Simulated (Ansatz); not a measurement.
Pulling on the B1–H2 bond in CH5BO (SMILES BOC) (multiplicity 1 held, fragments rigid). Energies count from the point at 1.192 Å.
Geometry at that point (charge 0, multiplicity 1):
```xyz
8

B     -0.296     0.113     1.272
H     -1.184     0.527     1.952
H      0.697    -0.379     1.731
O     -0.447     0.218    -0.057
C      0.535    -0.236    -0.983
H      1.396    -0.665    -0.466
H      0.083    -0.987    -1.631
H      0.856     0.610    -1.592
```

Signs of static correlation in cc-pVTZ, with CASSCF(2,2), from Ansatz (a quantum-chemistry and plane-wave program) runs.

```tsv
R (Å)	T1 of restricted CCSD	⟨S²⟩ of UHF	largest double amplitude of restricted CCSD	weight of the CASSCF reference in MRCISD	CASSCF natural occupations
0.954	0.014	0.000	0.026	0.889	1.99 0.01
1.073	0.014	0.000	0.025	0.889	1.99 0.01
1.192	0.014	0.000	0.025	0.889	1.98 0.02
1.312	0.014	0.000	0.025	0.889	1.98 0.02
1.431	0.014	0.000	0.027	0.889	1.97 0.03
1.610	0.015	0.000	0.043	0.889	1.95 0.05
1.789	0.016	0.000	0.072	0.889	1.92 0.08
2.087	0.019	0.396	0.161	0.889	1.86 0.14
2.385	0.026	0.725	0.264	0.889	1.76 0.24
2.742	?	0.894	0.392	0.890	1.59 0.41
3.219	?	0.973	0.582	0.890	1.37 0.63
3.816	0.084	0.998	0.797	0.891	1.17 0.83
```

**Question.** Fill in the missing entries.

**Answer.** 
- 2.742, T1 of restricted CCSD: 0.039
- 3.219, T1 of restricted CCSD: 0.061

Doubts at one or more of the structures used: a restricted determinant that unrestricted orbitals would lower (R-CCSD(T)/cc-pVTZ); other coupled-cluster roots lie near (R-CCSD(T)/cc-pVTZ); T1 above 0.05 (R-CCSD(T)/cc-pVTZ, U-CCSD(T)/cc-pVTZ); a spin-contaminated determinant (U-CCSD(T)/cc-pVTZ); the program's own flag: other amplitudes (U-CCSD(T)/cc-pVTZ).
